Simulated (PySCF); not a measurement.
A calculated (UHF, PySCF 2.14, x2c-QZVPPall, scalar relativity by spin-free X2C-1e) atom or ion has these occupied shells.

```json
{"shell": "1s α", "electrons": "1", "orbital energy (eV)": "-3650.0", "rms radius, mean of both spins (bohr)": "0.0937"}
{"shell": "1s β", "electrons": "1", "orbital energy (eV)": "-3650.0", "rms radius, mean of both spins (bohr)": "0.0937"}
{"shell": "2s α", "electrons": "1", "orbital energy (eV)": "-397.35", "rms radius, mean of both spins (bohr)": "0.418"}
{"shell": "2s β", "electrons": "1", "orbital energy (eV)": "-397.30", "rms radius, mean of both spins (bohr)": "0.418"}
{"shell": "2p α", "electrons": "3", "orbital energy (eV)": "-313.60", "rms radius, mean of both spins (bohr)": "0.388"}
{"shell": "2p β", "electrons": "3", "orbital energy (eV)": "-313.59", "rms radius, mean of both spins (bohr)": "0.388"}
{"shell": "3s α", "electrons": "1", "orbital energy (eV)": "-47.984", "rms radius, mean of both spins (bohr)": "1.37"}
{"shell": "3s β", "electrons": "1", "orbital energy (eV)": "-47.851", "rms radius, mean of both spins (bohr)": "1.37"}
{"shell": "3p α", "electrons": "3", "orbital energy (eV)": "-25.957", "rms radius, mean of both spins (bohr)": "1.56"}
{"shell": "3p β", "electrons": "3", "orbital energy (eV)": "-25.914", "rms radius, mean of both spins (bohr)": "1.56"}
{"shell": "4s α", "electrons": "1", "orbital energy (eV)": "-4.032", "rms radius, mean of both spins (bohr)": "5.59"}
```

(1) Name the element and its charge.

Results:

(1) K (potassium, neutral), in [Ar] 4s1, 2S determinant.
